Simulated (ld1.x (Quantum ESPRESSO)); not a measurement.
molybdenum: variants of one TM potential

Base potential:

ld1.x (Quantum ESPRESSO) 7.5 input, shortened:

```
&input
   title='Mo', zed=42., rel=1, dft='PW91', iswitch=3,
   config='[Kr] 4d5 5s1 5p0'
 /
 &inputp
   pseudotype=2, tm=.true., lloc=-1, rcloc=1.90,
   nlcc=.true., new_core_ps=.true., rcore=0.80
 /
3
4S  1  0   2.00   0.00  1.50  1.50  0.0
4P  2  1   6.00   0.00  1.60  1.60  0.0
4D  3  2   5.00   0.00  2.25  2.25  0.0
 &test
   configts(1)='4s2 4p6 4d5 5s1 5p0'
 /
```

Occupied shells without a wave of their own: 5s. They enter only through the test configuration that unscreens the potential, and ld1.x also counts them in the model core charge.

All-electron outer shells of the reference configuration (PW91, scalar-relativistic, ld1.x):

```json
{"shell": "3p", "level (eV)": "-379.36", "outermost node (bohr)": "0.17", "outermost maximum (bohr)": "0.38"}
{"shell": "3d", "level (eV)": "-221.13", "outermost node (bohr)": "–", "outermost maximum (bohr)": "0.32"}
{"shell": "4s", "level (eV)": "-64.41", "outermost node (bohr)": "0.51", "outermost maximum (bohr)": "0.99"}
{"shell": "4p", "level (eV)": "-38.54", "outermost node (bohr)": "0.52", "outermost maximum (bohr)": "1.06"}
{"shell": "5s", "level (eV)": "-4.14", "outermost node (bohr)": "1.34", "outermost maximum (bohr)": "2.93"}
{"shell": "4d", "level (eV)": "-3.80", "outermost node (bohr)": "0.53", "outermost maximum (bohr)": "1.38"}
{"shell": "5p", "level (eV)": "-1.09", "outermost node (bohr)": "1.54", "outermost maximum (bohr)": "4.11"}
```

Cutoffs, loose and tight: the cutoffs (Ry, on a coarse ladder) from which the occupation-weighted sum of valence levels, in a spherical-Bessel basis at the reference potential, stays within 10 and 1 mRy of its value at 400 Ry. They do not see the model core or the augmentation charge, which bear on the density cutoff. Test errors are all-electron minus pseudo excitation energies from the reference, over the configurations 4s2 4p6 4d5 5s0 5p0; 4s2 4p6 4d4 5s0 5p0; 4s2 4p6 4d3 5s0 5p0; 4s2 4p6 4d6 5s0 5p0; 4s2 4p6 4d4 5s1 5p1; 4s2 4p6 4d4 5s2 5p0; 4s2 4p6 4d2 5s0 5p0. A dash means not determined; rows that change the core or the reference have their own tests.

With those shells counted twice in exchange and correlation these files are broken, and their errors move erratically; no question is asked of them.

| change | outcome | cutoff, loose | cutoff, tight | bound ghosts | largest test error (meV) |
| --- | --- | --- | --- | --- | --- |
| base | generated, misses its reference levels by 0.34 eV | 70 Ry | 100 Ry | none | +815 |
| wave 4d (bound): rc 2.25 bohr becomes 4d (bound): rc 1.42 bohr | generated, misses its reference levels by 0.34 eV | 70 Ry | 100 Ry | none | +774 |
| wave 4d (bound): rc 2.25 bohr becomes 4d (bound): rc 1.76 bohr | generated, misses its reference levels by 0.34 eV | 70 Ry | 100 Ry | none | +775 |
| wave 4d (bound): rc 2.25 bohr becomes 4d (bound): rc 1.96 bohr | generated, misses its reference levels by 0.34 eV | 70 Ry | 100 Ry | none | +780 |
| wave 4d (bound): rc 2.25 bohr becomes 4d (bound): rc 2.20 bohr | generated, misses its reference levels by 0.34 eV | 70 Ry | 100 Ry | none | +805 |
| wave 4d (bound): rc 2.25 bohr becomes 4d (bound): rc 2.36 bohr | generated, misses its reference levels by 0.34 eV | 70 Ry | 100 Ry | none | +842 |
| wave 4d (bound): rc 2.25 bohr becomes 4d (bound): rc 2.62 bohr | generated, misses its reference levels by 0.34 eV | 70 Ry | 100 Ry | none | +940 |
| wave 4d (bound): rc 2.25 bohr becomes 4d (bound): rc 2.94 bohr | generated, misses its reference levels by 0.34 eV | 70 Ry | 100 Ry | none | +1202 |
| wave 4d (bound): rc 2.25 bohr becomes 4d (bound): rc 3.08 bohr | generated, misses its reference levels by 0.34 eV | 70 Ry | 100 Ry | none | +1370 |
| wave 4d (bound): rc 2.25 bohr becomes 4d (bound): rc 3.40 bohr | generated, misses its reference levels by 0.34 eV | 70 Ry | 100 Ry | none | +1716 |

Reading the sweep of the d radius (base included, trends over the rows without a ghost): The loose cutoff stays near 70 Ry. The median size of the test errors (rows with all tests solved) stays near 430.2 meV.
